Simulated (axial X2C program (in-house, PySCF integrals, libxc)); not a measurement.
What spin–orbit coupling does to NiSe⁺

All values were computed with an in-house all-electron X2C program for linear molecules (integrals from PySCF). Spin-free means the one-electron spin-free X2C Hamiltonian; two-component (2c) means X2C with spin–orbit coupling and atomic mean-field two-electron Coulomb and Gaunt terms, so the difference of the two also holds small scalar two-electron terms. Basis: Se dyall-cv3z [8s9p6d4f1g], Ni dyall-cv3z [9s9p6d3f2g] (cores contracted in-house); Gaussian nuclei, density fitting, unrestricted open shells. Masses: Se 79.917 u, Ni 57.935 u.

Spin-free state: M_S = 3/2, Λ = 0 (beyond evenly filled blocks: σα, π+α, π-α); fragments Se + Ni+.

```csv
level,Re (Å),ωe (cm⁻¹),De (eV),μ (D)
PBE0,2.193,291.8,2.529,3.65
HF,2.524,177.6,1.200,4.06
MP2,2.248,240.7,1.957,n/a
PBE,2.132,337.0,3.520,3.44
```

Correlated methods: 15 electrons correlated (number of frozen shells: Se 3 s, 2 p, 1 d; Ni 3 s, 2 p), 265 virtual spin orbitals or spinors in MP2.

Dipoles are positive if Ni is the positive end and refer to the centre of mass.

Two-component determinant lowest at the distance of the search:

Ω = 3/2 (⟨Sz⟩ = 1.41, ⟨Lz⟩ = 0.09 at HF); fragments Se + Ni+.

```json
{"level": "PBE0", "Re (Å)": "2.195", "ωe (cm⁻¹)": "290.6", "μ (D)": "3.64"}
{"level": "HF", "Re (Å)": "2.533", "ωe (cm⁻¹)": "174.3", "μ (D)": "4.08"}
{"level": "MP2", "Re (Å)": "2.256", "ωe (cm⁻¹)": "237.4", "μ (D)": "n/a"}
{"level": "PBE", "Re (Å)": "2.133", "ωe (cm⁻¹)": "336.0", "μ (D)": "3.44"}
```

Question: From the two tables, how do the constants change at the MP2 level (2c against spin-free)?

Answer: At the MP2 level Re rises by 0.008 Å and ωe decreases by 3.3 cm⁻¹.

Occupations by symmetry block were frozen at the best pattern of an incomplete PBE0 search. De is counted from the lowest determinant-based energies of the atoms at the same level, without counterpoise correction. De is not given where an atomic determinant may have missed its ground term or J level, or where the truncated virtual space spoils (T). Density functionals use the spin component along the axis (collinear). PBE0 can misorder states that lie within some tenths of an eV, so this need not be the ground state of the molecule. The nearest other spin-free determinant of the search, M_S = 3/2, Λ = 2, lies 0.15 eV up at the distance of the search. Without a current term, density functionals place determinants with orbital angular momentum somewhat too high. With several unpaired electrons one determinant need not be a pure state. This is the top spin component of a Σ state; components of lower Ω are not single determinants and can lie lower.
